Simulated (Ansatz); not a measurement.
Relaxation of CH4ClInO (8 atoms, charge 0, multiplicity 1), to a largest force component of 0.03 eV/Å in at most 50 steps.

Computed with UKS PBE-D4/def2-SVP (Ansatz 0.2.0).

```xyz
8
Properties=species:S:1:pos:R:3
In 0.118 -0.532 0.028
Cl 2.267 -1.623 0.335
O -0.857 -2.294 -0.010
H -0.061 -2.852 0.116
C -0.315 1.570 -0.105
H -0.682 1.910 0.881
H -1.091 1.728 -0.876
H 0.621 2.093 -0.369
```

Task: Where does it end, and by what steps?

Result: The forces met the threshold. After 6 steps the energy has fallen by 0.135 eV; Cl2 moved furthest, 0.44 Å.

```
step  energy less start (eV)  largest force component (eV/Å)  accepted
   0                  0.0000                           0.352       yes
   1                 -0.0815                           0.443       yes
   2                 -0.1129                           0.834       yes
   3                 -0.1283                           0.428       yes
   4                 -0.1216                           0.624        no
   5                 -0.1348                           0.071       yes
   6                 -0.1350                           0.019       yes
```

```xyz
8
Properties=species:S:1:pos:R:3
In 0.287 -0.575 0.051
Cl 2.544 -1.289 0.366
O -0.958 -2.161 -0.032
H -0.443 -2.985 0.073
C -0.284 1.496 -0.100
H -0.664 1.823 0.887
H -1.082 1.594 -0.860
H 0.599 2.097 -0.383
```

Run time: 18 s on 2 threads of Arm Neoverse V2, on a shared host, peak memory 0.18 GiB.
